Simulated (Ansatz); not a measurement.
Consider the ligand exchange at a P–N bond: `NP(O)O` + H₂Se → `OP(O)[SeH]` + NH₃.

Gas-phase electronic energies from Ansatz, PBE0-D4/def2-TZVP geometries. CCSD(T)/CBS adds triple-zeta CCSD(T) − MP2 to the extrapolated MP2 energy (def2 sets, frozen cores). This one scheme is used for every species. DFT in def2-TZVPP. For Se outer-core shells are correlated without core-valence functions, which leaves a few kJ/mol of doubt a bond. Scalar relativity is left out up to krypton. Each species was taken in one conformer, which may not be the lowest.

`NP(O)O`:

```xyz
8

N    -1.244   -0.392    0.128
P     0.377   -0.263    0.518
O     1.064   -0.577   -0.944
O     0.549    1.367    0.430
H    -1.874   -0.476    0.911
H    -1.604    0.218   -0.596
H     1.270   -1.513   -1.023
H     1.461    1.636    0.577
```

H₂Se:

Cartesian coordinates in Å:
```
Se 0.343 0.066 0.588
H 0.726 -0.235 -0.795
H -1.070 0.168 0.207
```

`OP(O)[SeH]`:

```xyz
7

O     0.383   -0.776   -1.208
P     0.321    0.664   -0.450
O     1.290    0.159    0.755
Se   -1.781    0.601    0.500
H    -0.263   -0.817   -1.921
H     1.621    0.909    1.258
H    -1.571   -0.740    1.066
```

NH₃:

```xyz
4

N     0.223   -0.089    0.148
H     0.369   -0.189   -0.849
H    -0.613   -0.611    0.380
H     0.021    0.888    0.322
```

| level | ΔE (eV) |
| --- | --- |
| r2SCANh-D4 | -0.01 |
| BHLYP-D4 | 0.07 |
| B2PLYP | 0.04 |
| PBE-QIDH | 0.06 |
| r2SCAN | -0.03 |
| r2SCAN0 | 0.03 |
| RPA@PBE/def2-TZVPP | 0.08 |
| HF/CBS(def2) | 0.24 |

Question: What does CCSD(T)/CBS give? (Best estimate.)

Answer: The calculation gave: +0.04 eV. The listed levels differ from it by -0.05, 0.03, 0.00, 0.02, -0.07, -0.01, 0.04, 0.20 eV.

Largest T1 diagnostic among the species: 0.013.

Leaving LDA and LC-ωPBE aside and taking each functional with its dispersion term where it has one, the values, not all of them listed here, spread over 0.24 eV, from revPBE-D4 to CAM-B3LYP-D4. LDA lies +0.11 eV from PBE without D4. In def2-TZVPP, CCSD(T) changes the Hartree–Fock value by −0.15 eV (the triples alone add −0.04 eV) and MP2 by −0.19 eV. The D4 term adds −0.04 eV with B3LYP and −0.02 eV with PBE0; it sums over pairs of atoms, weighted by their polarisabilities, and B3LYP, whose exchange is more repulsive, gets the larger term.

B3LYP here is the variant with VWN-RPA as its local correlation; programs differ in this.
